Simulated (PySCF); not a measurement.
Correlation energy of Br³⁺ (bromine, charge +3)

[Ar] 3d10 4s2 4p2, high-spin 3P determinant. Computed with PySCF 2.14 in x2c-SVPall, with the spin-free X2C one-electron Hamiltonian (Gaussian nucleus). Frozen: [Ar] 3d10; 4 electrons correlated.

MP2 pair energies summed by pair of shells (mhartree):

```json
{"pair": "4s-4p", "energy": "-29.24", "share (%)": "61.2"}
{"pair": "4s-4s", "energy": "-13.66", "share (%)": "28.6"}
{"pair": "4p-4p", "energy": "-4.92", "share (%)": "10.3"}
```

Total MP2 correlation energy: -47.81 mhartree.

Same-spin part -7.50 and opposite-spin part -40.30 mhartree; SCS-MP2 scales them by 1/3 and 6/5 to -50.87 mhartree.

```csv
level,correlation energy (mhartree)
CCSD,-65.02
(T),-0.61
CCSD(T),-65.63
```

Diagnostics: T1 = 0.0054, D1 = 0.0149, largest double amplitude 0.092.

Cost of the coupled-cluster step: 0.17 s of wall time on 1 thread of Neoverse-N1 (shared host), for 4 correlated electrons.

Iterations:

```
CC2 = 0
CCSD nocc = (np.int64(3), np.int64(1)), nmo = (18, 18)
frozen orbitals [[0, 1, 2, 3, 4, 5, 6, 7, 8, 9, 10, 11, 12, 13], [0, 1, 2, 3, 4, 5, 6, 7, 8, 9, 10, 11, 12, 13]]
max_cycle = 100
direct = 0
conv_tol = 1e-08
conv_tol_normt = 1e-06
diis_space = 8
diis_start_cycle = 0
Init t2, MP2 energy = -0.0478088401108935
Init E_corr(UCCSD) = -0.0478088401233898
cycle = 1  E_corr(UCCSD) = -0.0599664907085903  dE = -0.0121576506  norm(t1,t2) = 0.0400575
cycle = 2  E_corr(UCCSD) = -0.0633294131295706  dE = -0.00336292242  norm(t1,t2) = 0.0138882
cycle = 3  E_corr(UCCSD) = -0.0650376544958851  dE = -0.00170824137  norm(t1,t2) = 0.00561508
cycle = 4  E_corr(UCCSD) = -0.0650189636949735  dE = 1.86908009e-05  norm(t1,t2) = 0.000775678
cycle = 5  E_corr(UCCSD) = -0.0650254807532104  dE = -6.51705824e-06  norm(t1,t2) = 9.23964e-05
cycle = 6  E_corr(UCCSD) = -0.0650236200405699  dE = 1.86071264e-06  norm(t1,t2) = 1.05298e-05
cycle = 7  E_corr(UCCSD) = -0.0650241985011851  dE = -5.78460615e-07  norm(t1,t2) = 1.52867e-06
cycle = 8  E_corr(UCCSD) = -0.0650240531760592  dE = 1.45325126e-07  norm(t1,t2) = 3.86734e-07
cycle = 9  E_corr(UCCSD) = -0.0650240576857198  dE = -4.5096606e-09  norm(t1,t2) = 4.61824e-08
UCCSD converged
E(UCCSD) = -2601.608615508495  E_corr = -0.06502405768571981
UCCSD(T) correction = -0.000614909925884905
```
